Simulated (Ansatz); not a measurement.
Reaction R1 → P1 + P2, each structure at its B3LYP-D3(BJ)/def2-TZVP stationary point, reached from a drawn start (curvature not checked).
R1: O3S (SMILES O=S(=O)=O), charge 0, multiplicity 1.
P1: O atom, charge 0, multiplicity 3.
P2, SO2 (SMILES O=S=O) (charge 0, multiplicity 1):
```csv
atom,x (Å),y (Å),z (Å)
S,0.0000,0.0000,0.4878
O,0.0000,1.2386,-0.2438
O,0.0000,-1.2386,-0.2438
```

P less R. No zero-point or thermal terms; singlets are restricted closed shells; open shells are unrestricted; no spin–orbit coupling.

Correlated levels freeze the cores.

Run with Ansatz (a first-principles code). Each number belongs to the level named beside it.

Q: Predict the reaction energy from CCSD/cc-pV(D+d)Z.

A: 257 kJ/mol

Q: What reaction energy does B97M-V/def2-TZVPP give?

A: 375 kJ/mol

Q: Give the reaction energy at the level CCSD(T)/cc-pV(Q+d)Z.

A: 349 kJ/mol
